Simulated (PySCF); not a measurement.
**MH₂ across the 5d metals**

Level: PBE0, basis family def2-TZVP, scalar-relativistic core potentials from Rb on and no relativity for lighter atoms.

Each entry is the lowest minimum that a search over a few typed start shapes (and spin states, where more than one is plausible) found, or that minimum re-optimised at the stated level; isomers with ligand–ligand bonds, or fragments after loss of a ligand pair, can lie lower. Open shells are unrestricted; no spin–orbit coupling; PySCF with density fitting.

(1) Order by mean bond length to the first atom of the formula (for M2X and M3X the non-metal), shortest first (Å).
A. WH₂
B. AuH₂
C. HgH₂
D. OsH₂
E. IrH₂
F. ReH₂

(2) Give point groups and multiplicities.

Results:

(1) E (1.539), D (1.581), B (1.608), C (1.649), A (1.713), F (1.751).

(2) WH₂ C2v quintet, ReH₂ C2v sextet, OsH₂ C2v triplet, IrH₂ C2v doublet, AuH₂ C2v doublet, HgH₂ D∞h singlet.

The bond length does not run in one direction; the largest change, -0.170 Å, falls between ReH₂ and OsH₂ among the members listed.

The shape changes along the series: C2v for WH₂ and ReH₂ and OsH₂ and IrH₂ and AuH₂; D∞h for HgH₂.

Spin–orbit coupling can matter for WH₂, ReH₂, OsH₂, IrH₂, AuH₂, HgH₂.

Left out of the table are members whose search was unfinished or whose lowest solution was spin-contaminated, unstable, very soft or bonded differently.

Open d and f shells are single-determinant solutions and may miss the true ground state.
